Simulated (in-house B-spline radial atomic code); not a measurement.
Ionising Hf⁶³⁺ with different functionals

Computed with a B-spline radial code for spherical atoms: scalar-relativistic (spin-free X2C) Hamiltonian, Fermi nucleus of rms radius 5.347 fm, spin-polarised at highest spin, spherical fractional occupations for the functionals. The ionisation energy is the difference of two self-consistent energies, [He] 2s2 2p5 → [He] 2s2 2p4, without Breit or QED terms; ε is the level of the shell that loses the electron (its least bound occupied spin orbital). There is no spin-orbit coupling in this Hamiltonian.

Hybrids are left out here: with spherical fractional occupations of an open shell their exact exchange keeps a self-interaction that integer-occupation calculations don't have.

```tsv
method	rung	ΔSCF (eV)	-ε(2p) (eV)
LDA VWN5	LDA	15387.0	15227.5
BLYP	GGA	15394.3	15234.7
PBE	GGA	15392.8	15233.3
RPBE	GGA	15392.4	15233.1
r2SCAN	meta-GGA	15399.1	15244.9
```

Problem. Among the functionals, which spreads more, the ΔSCF values or the orbital energies?

Solution. The orbital energies: ΔSCF values span about 12.1 eV and the orbital energies 17.4 eV.

Problem. How do they compare with the NIST value?

Solution. NIST lists 14999 eV ± 19 (tabulated theory, ground level to ground level). Errors run from +388.0 to +400.1 eV. The correlated functionals all miss on the same side by more than they spread, so the cause is common to them (spin-orbit coupling, Breit-QED terms, multiplet and fine-structure energies, or a listed next ion that isn't the cheapest removal here) and closeness doesn't rank the functionals.
